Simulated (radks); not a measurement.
Problem. Cu+, configuration [Ar] 3d10. All-electron calculation, scalar-relativistic Kohn-Sham, r2SCAN, spin-polarised, spherical densities, finite nucleus; meta-GGA in the generalised Kohn-Sham scheme; Fermi nuclear charge, rms radius 3.8823 fm. Program: a radial shooting solver on a logarithmic mesh with Libxc functionals. Some entries of the table are withheld. Estimate them.

orbital,occ.,eigenvalue (eV),<r^2> (bohr^2),<r> (bohr)
1s,2,(1),0.003658,(2)
2s,2,-1081.019,(3),0.2348
2p,6,-932.3389,0.05224,0.2063
3s,2,-127.0480,(4),0.7125
3p,6,(5),0.6669,0.7509
3d,10,-13.6313,1.392,1.007

Solution. 
(1) 1s eigenvalue (eV): -8887.018
(2) 1s <r> (bohr): 0.05214
(3) 2s <r^2> (bohr^2): 0.06507
(4) 3s <r^2> (bohr^2): 0.5870
(5) 3p eigenvalue (eV): -82.9795
